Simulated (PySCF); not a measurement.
**Computed vibrations of Gd(NH2)3**

Gd(NH2)3 (singlet in the valence; each metal's 4f electrons, 7 of them, lie in its core potential, out of spins and levels). PySCF 2.14.0, RKS PBE0, Gd lcecp-1-SVP with ECP53, N def2-SVP, H def2-SVP; non-relativistic Hamiltonian with scalar-relativistic core potentials where named; density fitting; no spin-orbit coupling. Central differences of gradients.

```xyz
10

Gd    0.0033   -0.0017    0.0282
N     2.1789    0.0138   -0.2896
H     2.7937    0.8271   -0.3460
H     2.7877   -0.7912   -0.4439
N    -1.1010    1.8955    0.1382
H    -2.1134    2.0160    0.1939
H    -0.7225    2.8428    0.0905
N    -1.1077   -1.8940   -0.1062
H    -2.1208   -2.0166   -0.0737
H    -0.7313   -2.8317   -0.2541
```

Run from Python with OMP_NUM_THREADS=2. Where DIIS fails, smearing, a level shift and second-order steps follow.
It took 4.7 min on 2 threads of Intel(R) Xeon(R) Platinum 8375C CPU @ 2.90GHz (Ice Lake), with other jobs on the host.

Problem. What are the harmonic wavenumbers and infrared intensities?

Solution. Negative numbers are unstable modes, those under 60 cm⁻¹ near the noise; a finer grid moves soft modes by up to 10 cm⁻¹.
```tsv
cm⁻¹	km/mol	symmetry
30	12.9	
108	0.0	
109	0.0	
276	0.0	
281	0.0	
283	0.1	
312	0.0	
407	11.9	
407	11.9	
526	2.1	
527	0.1	
531	1.7	
535	209.4	
536	213.4	
540	570.2	
1524	29.2	
1524	28.5	
1528	0.9	
3530	11.3	
3530	11.7	
3532	0.7	
3612	1.6	
3612	3.8	
3613	4.3
```

Problem. Is this a minimum?

Solution. Yes, within the noise of the softest modes. Ideal gas at 298.15 K and 1 bar: S = 403.8 J/(mol K), Cp = 128.8 J/(mol K), H − H(0 K) = 25.4 kJ/mol (rigid rotor, harmonic modes, spin degeneracy alone, that of the 4f electrons in the core included; the modes under 60 cm⁻¹ make these uncertain).

An lcecp potential fixes the number of 4f electrons, so in runs with it no electron can move into or out of that shell.
